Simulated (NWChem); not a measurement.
System: HSeOBr; SMILES O[Se]Br

```xyz
4

Se     0.4003     0.9546     0.0029
Br    -0.0595    -1.3681     0.0058
O     -1.2457     1.7097     0.0696
H     -1.5602     1.7492    -0.8586
```
Atoms are numbered in this order, from 1.

All runs: NWChem. Pople sets run with spherical d functions. All runs use the structure optimised with PBE-D3(BJ)/def2-SVP. Level B3LYP/6-31G*: energy and gradient on several grids; changes count from the extra-fine grid, which is no exact limit either.

| grid | size of the energy change (μHa) | largest change of a gradient component (μHa/bohr) |
|---|---|---|
| xcoarse | 2000 | 1000 |
| coarse | 20 | 100 |
| medium | < 10 | < 30 |
| fine | < 10 | < 30 |
| xfine | < 10 | < 30 |
